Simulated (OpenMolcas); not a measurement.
Rh3+ in a point-charge field

Rh3+ among 6 point charges of -1.7 e arranged as a trigonal antiprism (D3d), 1.87 Å from the ion, with a polar angle of 65.7° against the regular 54.74°.

```json
{
 "Program": "OpenMolcas 26.06",
 "Method": "CASSCF",
 "Basis": "ANO-RCC-VDZP [6s5p3d1f]",
 "Scalar Hamiltonian": "DKH2, point nucleus",
 "Active space": "6 electrons in 5 orbitals (4d)",
 "State averaging": "2S+1 = 5 even, 5 roots; 2S+1 = 3 even, 45 roots; 2S+1 = 1 even, 50 roots",
 "Spin-orbit coupling": "RASSI with atomic mean-field integrals over the reference wave functions"
}
```

The lowest spin-free states (labels of D3, the rotations of D3d), above the lowest:

| State | Degeneracy | E (cm-1) | Free-ion L (%) |
| --- | --- | --- | --- |
| 5A1 | 1 | 0.0 | D (100) |
| 5E | 2 | 7797 | D (100) |
| 3A2 | 1 | 13941 | H (39) |
| 3E | 2 | 15639 | H (44) |
| 1A1 | 1 | 16081 | G (45) |
| 3E | 2 | 18235 | H (43) |
| 3A1 | 1 | 18700 | G (49) |
| 1A2 | 1 | 22381 | I (72) |
| 5E | 2 | 22474 | D (100) |
| 3E | 2 | 22477 | H (51) |
| 3A1 | 1 | 23206 | H (38) |
| 1E | 2 | 25425 | G (52) |
| 3E | 2 | 25630 | G (45) |
| 3E | 2 | 27956 | H (65) |
| 3A2 | 1 | 28010 | F (45) |
| 1A1 | 1 | 29162 | I (77) |
| 3E | 2 | 29740 | H (37) |
| 1E | 2 | 30397 | I (54) |
| 3A2 | 1 | 30671 | H (60) |
| 3A1 | 1 | 32424 | F (68) |

The lowest levels with spin-orbit coupling:

```tsv
E (cm-1)	Degeneracy	Label	2S+1	g
0.0	1	A1	5	
84.5	2	E	5	0.00 0.00 3.98
311.3	2	E	5	0.00 0.00 7.96
7469	1	A1	5	
7483	1	A2	5	
7746	2	E	5	0.00 0.00 5.02
8083	2	E	5	0.00 0.00 1.01
8349	1	A2	5	
8403	1	A1	5	
8528	2	E	5	0.00 0.00 7.09
13020	1	A1	3 (64 %)	
14144	2	E	3	0.00 0.00 2.58
14652	1	A1	3	
15716	2	E	3	0.00 0.00 1.07
15764	1	A2	3	
16277	2	E	3	0.00 0.00 4.48
18021	1	A1	3 (60 %)	
18068	1	A2	3	
18171	2	E	3	0.00 0.00 1.14
18525	2	E	3	0.00 0.00 0.66
```

Powder χT (cm3 K/mol): 0.12 at 2 K, 0.598 at 10 K, 2.45 at 50 K, 3.08 at 100 K, 3.37 at 200 K, 3.44 at 300 K. The effective moment at 300 K is 2.828 √(χT) = 5.25 μB.

The lowest level has 2S+1 = 5, for which the spin-only value is χT = S(S+1) / 2 = 3.000 cm3 K/mol (g = 2). The computed 3.443 at 300 K differs by +0.443, through orbital momentum, spin-orbit coupling and any other state in reach.

Without dynamic correlation the repulsion within the d shell is too large (B by tens of per cent), so at a given field states of lower spin stand too high. This shell can be high or low spin here, a state of another spin lies low, and with metal d orbitals alone active their balance is uncertain, so the ground spin may be wrong. Point charges give a weaker field than real ligands, and real ions of this kind are as a rule low spin; the high spin found here belongs to the model. This is an electrostatic model: the charges have no orbitals. A group larger than the point group allows holds several states that coincide in this model. No measured value stands beside these numbers.

With an even number of electrons the g values are those of a degenerate or nearly degenerate non-Kramers pair.
